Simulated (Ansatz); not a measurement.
Geometry optimisation, RHF/6-31G in Ansatz 0.2.0.

The input (input.yaml):

```yaml
crystal:
  periodic: [false, false, false]
  atoms:
    - { symbol: Si, position_ang: [0.0, 0.0, 0.0] }
    - { symbol: O, position_ang: [0.0, 0.0, 1.68] }
    - { symbol: H, position_ang: [-0.9095, -0.2814, 2.0171] }
    - { symbol: "N", position_ang: [1.7163, 0.0, -0.6061] }
    - { symbol: H, position_ang: [2.2145, -0.918, -0.7868] }
    - { symbol: H, position_ang: [2.2175, 0.918, -0.7783] }
    - { symbol: "N", position_ang: [-0.8572, 1.4851, -0.6061] }
    - { symbol: H, position_ang: [-1.8773, 1.43, -0.8888] }
    - { symbol: H, position_ang: [-0.3367, 2.4058, -0.6766] }
    - { symbol: "N", position_ang: [-0.8572, -1.4851, -0.6061] }
    - { symbol: H, position_ang: [-1.3922, -2.1014, 0.0704] }
    - { symbol: H, position_ang: [-0.8219, -1.7344, -1.6357] }
basis:
  gaussian: { orbitals: "6-31G" }
hamiltonian:
  xc: hf
relax:
  f_tol: 0.02
  max_steps: 40
output:
  orbitals: {}
```

Command:

```bash
$ ansatz run input.yaml --threads 1 --pin off --max-ram 2048MiB --backend cpu --events-out ev --progress --plain --runs-dir out
```

Q: Where does it end, and by what steps?

A: The run converged. Limits of this set-up: no polarisation functions. After 12 steps the energy has fallen by 1.449 eV; H5 moved furthest, 1.28 Å.

```json
{"step": "0", "energy less start (eV)": "0.0000", "largest force component (eV/Å)": "3.506", "accepted": "yes"}
{"step": "1", "energy less start (eV)": "-1.0695", "largest force component (eV/Å)": "2.084", "accepted": "yes"}
{"step": "2", "energy less start (eV)": "-1.2533", "largest force component (eV/Å)": "0.867", "accepted": "yes"}
{"step": "3", "energy less start (eV)": "-1.3207", "largest force component (eV/Å)": "0.458", "accepted": "yes"}
{"step": "4", "energy less start (eV)": "-1.3388", "largest force component (eV/Å)": "0.512", "accepted": "yes"}
{"step": "5", "energy less start (eV)": "-1.3724", "largest force component (eV/Å)": "0.234", "accepted": "yes"}
{"step": "6", "energy less start (eV)": "-1.4024", "largest force component (eV/Å)": "0.130", "accepted": "yes"}
{"step": "7", "energy less start (eV)": "-1.4230", "largest force component (eV/Å)": "0.309", "accepted": "yes"}
{"step": "8", "energy less start (eV)": "-1.3965", "largest force component (eV/Å)": "1.145", "accepted": "no"}
{"step": "9", "energy less start (eV)": "-1.4406", "largest force component (eV/Å)": "0.088", "accepted": "yes"}
{"step": "10", "energy less start (eV)": "-1.4482", "largest force component (eV/Å)": "0.048", "accepted": "yes"}
{"step": "11", "energy less start (eV)": "-1.4475", "largest force component (eV/Å)": "0.145", "accepted": "no"}
{"step": "12", "energy less start (eV)": "-1.4491", "largest force component (eV/Å)": "0.012", "accepted": "yes"}
```

```xyz
12
Properties=species:S:1:pos:R:3
Si -0.020 -0.039 -0.088
O 0.057 -0.262 1.595
H -0.647 -0.371 2.215
N 1.671 0.072 -0.457
H 2.357 -0.153 0.226
H 2.031 0.310 -1.350
N -0.791 1.385 -0.720
H -1.765 1.441 -0.907
H -0.309 2.250 -0.806
N -1.006 -1.351 -0.688
H -0.998 -2.257 -0.279
H -1.485 -1.306 -1.558
```

Whether the end is a true minimum wasn't checked by a vibrational analysis.

Run time: 36 s on 1 thread of Intel(R) Xeon(R) Platinum 8259CL CPU @ 2.50GHz (Skylake/Cascade Lake), on a shared host, peak memory 0.14 GiB.
